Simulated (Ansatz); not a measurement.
Results of the Gaussian-basis code of Ansatz.

A structure relaxed at PBE0-D4/def2-TZVP, charge 0, multiplicity 1:

| atom | x (Å) | y (Å) | z (Å) |
| --- | --- | --- | --- |
| C1 | 2.7321 | -0.2855 | 0.8368 |
| C2 | 2.1199 | -0.8267 | -0.4457 |
| C3 | 0.8822 | -1.6797 | -0.2251 |
| S4 | -0.5102 | -0.8496 | 0.5850 |
| O5 | -1.5920 | -1.8642 | 0.6748 |
| C6 | -0.9562 | 0.2412 | -0.7902 |
| C7 | -2.2659 | 0.9525 | -0.4967 |
| C8 | -2.1749 | 1.9562 | 0.6400 |
| H9 | 3.6489 | 0.2690 | 0.6273 |
| H10 | 2.9829 | -1.0988 | 1.5231 |
| H11 | 2.0474 | 0.3840 | 1.3617 |
| H12 | 2.8562 | -1.4466 | -0.9677 |
| H13 | 1.8912 | -0.0040 | -1.1302 |
| H14 | 0.4869 | -2.0994 | -1.1545 |
| H15 | 1.0965 | -2.5130 | 0.4508 |
| H16 | -1.0393 | -0.3949 | -1.6766 |
| H17 | -0.1360 | 0.9522 | -0.9301 |
| H18 | -3.0241 | 0.1959 | -0.2753 |
| H19 | -2.5872 | 1.4566 | -1.4135 |
| H20 | -1.9017 | 1.4723 | 1.5806 |
| H21 | -1.4246 | 2.7245 | 0.4317 |
| H22 | -3.1322 | 2.4579 | 0.7938 |

Q: Give its formula and SMILES.

A: C6H14OS, `CCCS(=O)CCC`.

Q: Point group (tolerance 0.08 Å, 0.16 Å for H)?

A: C1.

Q: Summarise the bond lengths by kind.

A: 4 × C–C 1.519 to 1.521 Å; 14 × C–H 1.092 to 1.095 Å; 2 × C–S 1.811 to 1.812 Å; 1 × O–S 1.486 Å.
